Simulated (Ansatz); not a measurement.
WO2Br2 (WBr₂O₂). Charge 0, multiplicity 1. Geometry relaxed at B3LYP-D4/def2-SVP.

Cartesian coordinates in Å:
```
W -0.038 -0.117 0.003
O 0.363 -1.294 1.168
O -1.074 -0.872 -1.120
Br 1.985 0.587 -1.139
Br -1.235 1.696 1.088
```

In the def2 sets W takes a core potential; there is no spin–orbit coupling.

Estimate the harmonic wavenumbers at RKS B3LYP-D4/def2-SVP (Ansatz, unscaled). Is this a minimum?

74, 137, 196, 200, 254, 309, 362, 1001, 1038 cm⁻¹. Yes, no mode is imaginary beyond noise. Zero-point energy 21.4 kJ/mol. Hardware: 4 threads of Arm Neoverse V1 on a shared host. Wall time 92 s.
